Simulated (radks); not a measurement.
Spherical quantum dot in the effective-mass picture: electrons in a well V = -V0 / (1 + exp((r - R)/a)) with V0 = 4.46, R = 6.43, a = 0.67, with a point charge +1 (a donor) at the centre, all in effective atomic units (hartree* = m*/eps^2 hartree, bohr* = eps/m* bohr), one dielectric constant everywhere. Method: non-relativistic Kohn-Sham, r2SCAN, spin-polarised, spherical densities, generalised Kohn-Sham scheme; computed with a radial shooting solver with Libxc functionals. Levels are named by radial order and angular momentum (1s, 1p, 1d, 2s, ...), and open shells are averaged over m.

N = 5, configuration 1s2 1p(up 3, down 0). This is the lowest configuration that the search found. Occupied and some empty levels:

| level | occupation | eigenvalue (hartree*) | <r> (bohr*) |
|---|---|---|---|
| 1s up | 1 | -3.5303 | 2.496 |
| 1s down | 1 | -3.4951 | 2.027 |
| 1p up | 3 | -3.3261 | 3.514 |
| 1p down | 0 | -3.2301 | 3.416 |
| 2s up | 0 | -3.1746 | 2.779 |
| 2s down | 0 | -3.1403 | 3.050 |
| 1d up | 0 | -3.1247 | 3.845 |
| 1d down | 0 | -3.0195 | 3.792 |
| 1f up | 0 | -2.8814 | 4.091 |
| 1f down | 0 | -2.7684 | 4.046 |

Energy (hartree*): total -20.3144, kinetic 1.2629, external -24.119, Hartree 3.7030, exchange-correlation -1.1612.
